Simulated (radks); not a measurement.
All-electron atom: Hf2+ in [Xe] 4f13 5d2 6s1 (not the ground configuration).

All-electron calculation, scalar-relativistic Kohn-Sham, PBE, spin-polarised, spherical densities, point nucleus; open shells are filled with parallel spins first (spin-orbit coupling, left out, can overturn this in heavy ions). Program: a radial shooting solver on a logarithmic mesh with Libxc functionals.

Energy parts (eV):
total: -410259.87
kinetic: 449592.50
electron-nucleus: -1010371.65
Hartree: 158862.94
exchange-correlation: -8343.67

Orbitals (lengths in bohr, moments of r in powers of bohr; <r^-3> diverges for s and p1/2; r(max) is where P^2 peaks; r(90%) holds 90 % of the orbital's charge):
| orbital | occ. | eigenvalue (eV) | r(90%) | r(max) | <r^-3> | <r^4> |
|---|---|---|---|---|---|---|
| 1s up | 1 | -65314.97 | 0.0345 | 0.01190 | - | 6.617e-07 |
| 1s down | 1 | -65314.96 | 0.0345 | 0.01190 | - | 6.617e-07 |
| 2s up | 1 | -11192.73 | 0.125 | 0.06806 | - | 0.0001006 |
| 2s down | 1 | -11192.61 | 0.125 | 0.06806 | - | 0.0001006 |
| 2p up | 3 | -9830.281 | 0.117 | 0.05567 | 17780 | 0.00007817 |
| 2p down | 3 | -9830.191 | 0.117 | 0.05567 | 17780 | 0.00007817 |
| 3s up | 1 | -2572.635 | 0.306 | 0.1921 | - | 0.003731 |
| 3s down | 1 | -2572.066 | 0.306 | 0.1921 | - | 0.003729 |
| 3p up | 3 | -2165.696 | 0.312 | 0.1898 | 3922 | 0.003989 |
| 3p down | 3 | -2165.120 | 0.312 | 0.1898 | 3923 | 0.003986 |
| 3d up | 5 | -1684.242 | 0.294 | 0.1547 | 509.7 | 0.003096 |
| 3d down | 5 | -1683.766 | 0.293 | 0.1546 | 509.9 | 0.003093 |
| 4s up | 1 | -540.7176 | 0.671 | 0.4371 | - | 0.08844 |
| 4s down | 1 | -539.5915 | 0.671 | 0.4371 | - | 0.08847 |
| 4p up | 3 | -406.9933 | 0.722 | 0.4579 | 903.8 | 0.1175 |
| 4p down | 3 | -405.8973 | 0.722 | 0.4579 | 903.2 | 0.1175 |
| 4d up | 5 | -234.2547 | 0.799 | 0.4703 | 100.0 | 0.1756 |
| 4d down | 5 | -233.1633 | 0.799 | 0.4703 | 99.93 | 0.1756 |
| 5s up | 1 | -89.9063 | 1.61 | 1.006 | - | 2.900 |
| 5s down | 1 | -88.5086 | 1.60 | 1.005 | - | 2.850 |
| 5p up | 3 | -57.3993 | 1.91 | 1.141 | 127.1 | 5.699 |
| 5p down | 3 | -55.7475 | 1.89 | 1.138 | 129.2 | 5.551 |
| 4f up | 7 | -43.4690 | 1.09 | 0.4511 | 16.24 | 0.7137 |
| 4f down | 6 | -42.2951 | 1.08 | 0.4513 | 16.27 | 0.6944 |
| 5d up | 2 | -21.1402 | 2.96 | 1.544 | 6.810 | 32.77 |
| 6s up | 1 | -20.1484 | 4.05 | 2.543 | - | 115.6 |
| 5d down | 0 | -18.9991 | 2.94 | 1.524 | 7.043 | 32.01 |
| 6s down | 0 | -17.8790 | 4.05 | 2.548 | - | 117.2 |

The highest occupied level is 6s up at -20.148 eV. Spin moment in Bohr magnetons: 4. Summed over all electrons, <r^2> = 45.21 bohr^2, which gives a Langevin (diamagnetic) susceptibility term of -35.8 x 10^-6 cm^3/mol.
